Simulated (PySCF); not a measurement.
Dipole response of Cs⁺ (caesium, charge +1)

[Xe], closed-shell 1S. Computed with PySCF 2.14 in aug-cc-pwCVTZ-X2C, with the spin-free X2C one-electron Hamiltonian (Gaussian nucleus). Coupled (time-dependent) response in atomic units; α is the mean over directions.

```csv
method,mean α (bohr³),C₆ (like pair),S(−4)
UHF,15.69,133.9,34.37
PBE,16.31,140.0,38.84
PBE0,15.99,136.7,36.55
M06-2X,15.49,129.0,35.19
```

S(−4) is the Cauchy moment in α(ω) = α(0) + S(−4) ω² + …

α(iu) at UHF:

```csv
u (hartree),α(iu) (bohr³)
0,15.69
0.0500,15.60
0.100,15.35
0.200,14.44
0.300,13.16
0.500,10.35
0.750,7.453
1.00,5.457
1.50,3.221
2.00,2.131
3.00,1.161
5.00,0.5211
```

A single London oscillator, α(iu) = α/(1 + u²/ω²), gives C₆ = (3/4) ω α². Matching the computed C₆ needs ω = 4 × 133.9 / (3 × 15.69²) = 0.725 hartree.

For an ion, C₆ is the dispersion term alone; charge-induced terms of lower order in 1/R come first.

Spin-orbit coupling, which splits the p, d and f shells strongly at this Z, is absent.
